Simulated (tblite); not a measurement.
C₅H₈BO₂ (doublet state).
SMILES with atom numbers: `[CH3:1][CH:2][CH:3]=[C:4]=[CH:5][B:6]([OH:7])[OH:8]` (hydrogens: H9, H10, H11 on C1; H12 on C2; H13 on C3; H14 on C5; H15 on O7; H16 on O8)
Bond orders are those of one Lewis drawing.

Computed with GFN2-xTB (tblite), gas phase: L-BFGS steps from a force-field or distance-geometry start until the largest atomic force falls under 0.01 eV/Å.

At the end of the run (lengths in Å): B6–O8 1.348, B6–O7 1.361, C2–C3 1.379, C3=C4 1.346, C1–H10 1.093, C5–B6 1.581, O7–H15 0.956, C1–C2–C3 123.4°, C4–C5–B6 123.5°, C3–C4–C5 171.7°, C2–C3–C4 125.5°, C1–C2–C3–C4 -178°, C4–C5–B6–O7 3°, H12–C2–C3–C4 2°, H9–C1–C2–C3 -1°.

**Question.** These geometries were met on the way; a selection of coordinates is given. Order them by energy above the end point, lowest first.
A. B6–O8 1.368, B6–O7 1.395, C2–C3 1.387, C3=C4 1.336, C1–H10 1.100, C5–B6 1.566, O7–H15 0.968, C1–C2–C3 118.6°, C4–C5–B6 111.3°, C3–C4–C5 169.8°, C2–C3–C4 122.6°, C1–C2–C3–C4 178°, C4–C5–B6–O7 56°, H12–C2–C3–C4 -10°, H9–C1–C2–C3 -40°
B. B6–O8 1.472, B6–O7 1.481, C2–C3 1.464, C3=C4 1.288, C1–H10 1.141, C5–B6 1.541, O7–H15 0.994, C1–C2–C3 108.6°, C4–C5–B6 115.0°, C3–C4–C5 177.9°, C2–C3–C4 117.3°, C1–C2–C3–C4 -177°, C4–C5–B6–O7 40°, H12–C2–C3–C4 -59°, H9–C1–C2–C3 -60°
C. B6–O8 1.344, B6–O7 1.376, C2–C3 1.380, C3=C4 1.335, C1–H10 1.084, C5–B6 1.613, O7–H15 0.960, C1–C2–C3 117.9°, C4–C5–B6 115.2°, C3–C4–C5 165.5°, C2–C3–C4 122.9°, C1–C2–C3–C4 179°, C4–C5–B6–O7 52°, H12–C2–C3–C4 3°, H9–C1–C2–C3 -39°
D. B6–O8 1.330, B6–O7 1.350, C2–C3 1.399, C3=C4 1.320, C1–H10 1.078, C5–B6 1.600, O7–H15 0.956, C1–C2–C3 115.4°, C4–C5–B6 111.8°, C3–C4–C5 174.4°, C2–C3–C4 122.1°, C1–C2–C3–C4 180°, C4–C5–B6–O7 49°, H12–C2–C3–C4 -40°, H9–C1–C2–C3 -49°
E. B6–O8 1.338, B6–O7 1.364, C2–C3 1.377, C3=C4 1.350, C1–H10 1.082, C5–B6 1.606, O7–H15 0.957, C1–C2–C3 118.8°, C4–C5–B6 119.8°, C3–C4–C5 163.4°, C2–C3–C4 124.1°, C1–C2–C3–C4 -179°, C4–C5–B6–O7 43°, H12–C2–C3–C4 2°, H9–C1–C2–C3 -44°

**Answer.** E (0.227 eV), C (0.393 eV), A (0.779 eV), D (1.380 eV), B (2.576 eV).

| step | E above end (eV) | rms distance from the end, all atoms (Å) | largest force (eV/Å) | rms shift of all bonds from the end (Å) |
| --- | --- | --- | --- | --- |
| 10 | 0.227 | 0.567 | 0.852 | 0.009 |
| 8 | 0.393 | 0.576 | 1.080 | 0.013 |
| 6 | 0.779 | 0.590 | 1.923 | 0.017 |
| 3 | 1.380 | 0.616 | 1.135 | 0.014 |
| 0 | 2.576 | 0.642 | 4.044 | 0.058 |

Rows stand in the order of the answer.
